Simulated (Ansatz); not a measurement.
`[SnH3]` radical, relaxed with UKS PBE0-D4/def2-TZVP in Ansatz from a PBE-D4/def2-SVP geometry. The force threshold is 0.005 eV/Å; the program also tests the step.

Charge 0, multiplicity 2. Sn: def2 effective core potential.

Start:

```xyz
4

Sn   -0.198    0.336    0.209
H     1.401    0.809   -0.289
H    -1.130   -0.110   -1.192
H    -0.073   -1.035    1.272
```

Q: By how much does the energy fall, and how many steps does the optimiser take? (Estimate.)

A: Ansatz gave: 0.01 eV, in 4 steps.

Q: Which bonds change most? (Estimate.)

A: Computed: Sn1–H2 from 1.740 to 1.715 Å; Sn1–H3 from 1.740 to 1.715 Å; Sn1–H4 from 1.739 to 1.715 Å.

Q: Give the relaxed structure. (Estimate.)

A: Ansatz gave: 
```xyz
4

Sn   -0.189    0.322    0.202
H     1.382    0.805   -0.287
H    -1.116   -0.105   -1.176
H    -0.076   -1.022    1.260
```
